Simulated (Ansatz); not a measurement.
`CC[Se][SiH3]` + `OBO` → `CC[Se]B(O)O` + SiH₄  (formal exchange of groups at the Se–Si bond)

Computed with Ansatz on PBE0-D4/def2-TZVP structures; ΔE is electronic, products minus reactants. CBS: MP2 limit from def2 TZ/QZ plus the TZ coupled-cluster correction, frozen cores. This one scheme is used for every species. For Se outer-core shells are correlated without core-valence functions, which leaves a few kJ/mol of doubt a bond. Scalar relativity is left out up to krypton. Each species was taken in one conformer, which may not be the lowest.

```csv
species,CCSD(T)/CBS(def2) energy (Eh)
`CC[Se][SiH3]`,-2770.72164
`OBO`,-177.05255
`CC[Se]B(O)O`,-2656.30925
SiH₄,-291.46306
```

Problem. Work out ΔE.

Solution. ΔE = (-2656.30925) + (-291.46306) − (-2770.72164) − (-177.05255) = 0.00188 Eh = +0.05 eV.

Largest T1 diagnostic among the species: 0.013.

In def2-TZVPP, CCSD(T) changes the Hartree–Fock value by −0.10 eV (the triples alone add −0.02 eV) and MP2 by −0.09 eV. The D4 term adds −0.03 eV with B3LYP and −0.02 eV with PBE0; it sums over pairs of atoms, weighted by their polarisabilities, and B3LYP, whose exchange is more repulsive, gets the larger term.

B3LYP here is the variant with VWN-RPA as its local correlation; programs differ in this.
